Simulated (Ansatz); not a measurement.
# Strength of the In–H bond: InH2(OH) → InH(OH) + H

Species: InH2(OH), singlet; InH(OH), doublet; H atom, doublet. 

Shapes, held fixed at every level: PBE0-D4/def2-TZVP. Flexible molecules stand in one conformer, not always the lowest. Programs: Ansatz 0.2.0. The zero-point and thermal change to 298 K, harmonic and unscaled (PBE0-D4/def2-TZVP), is -14.7 kJ/mol.

(1) Estimate ΔH(298 K) of this reaction.

Results:

(1) The highest level, CCSD(T)/def2-TZVPP, gives ΔH(298 K) = +292.0 kJ/mol; the levels span +209.6 to +297.4. The column of differences is taken from that level and isn't an error. Hartree–Fock misses the correlation of the pair that is broken and comes out low. No measured value is set beside it here. Open shells run unrestricted unless RO is named. For atoms past krypton def2 sets carry core potentials with scalar relativity. Correlated rows may include outer-core shells of In, which these sets cover unevenly.

| level | kind | ΔH(298 K) (kJ/mol) | less CCSD(T)/def2-TZVPP |
| --- | --- | --- | --- |
| HF/def2-SVP | Hartree–Fock | +209.6 | -82.4 |
| HF/def2-TZVPP | Hartree–Fock | +211.3 | -80.7 |
| PBE-D4/def2-TZVPP | GGA | +269.4 | -22.6 |
| r2SCAN-D4/def2-TZVPP | meta-GGA | +275.8 | -16.2 |
| wB97M-V/def2-TZVPP | range-separated hybrid | +293.5 | +1.5 |
| wB97X-V/def2-TZVPP | range-separated hybrid | +297.4 | +5.4 |
| CCSD(T)/def2-TZVPP | coupled cluster or CI | +292.0 | 0.0 |
